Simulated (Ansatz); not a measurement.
`CB(C)CN` + `CC(O)S` → `COC(C)S` + `CBCN`  (substitution at a C–B bond)

Gas-phase electronic energies from Ansatz, PBE0-D4/def2-TZVP geometries. CCSD(T)/CBS adds triple-zeta CCSD(T) − MP2 to the extrapolated MP2 energy (def2 sets, frozen cores). DFT in def2-TZVPP. Each species was taken in one conformer, which may not be the lowest.

```json
{"level": "PBE-QIDH", "ΔE (kcal/mol)": "19.1"}
{"level": "PBE0", "ΔE (kcal/mol)": "18.7"}
{"level": "CCSD(T)/def2-SVP", "ΔE (kcal/mol)": "16.0"}
{"level": "HF/def2-TZVPP", "ΔE (kcal/mol)": "15.9"}
```

(1) What does CCSD(T)/CBS give? (Best estimate.)

Largest T1 diagnostic among the species: 0.011.

Answers

(1) The calculation gave: +19.1 kcal/mol. The listed levels differ from it by 0.0, -0.4, -3.1, -3.2 kcal/mol.

In def2-TZVPP, CCSD(T) changes the Hartree–Fock value by +2.7 kcal/mol (the triples alone add −0.1 kcal/mol) and MP2 by +3.5 kcal/mol. From BLYP to BHLYP (50 % exact exchange), in def2-TZVPP and without D4, ΔE moves by +1.0 kcal/mol.
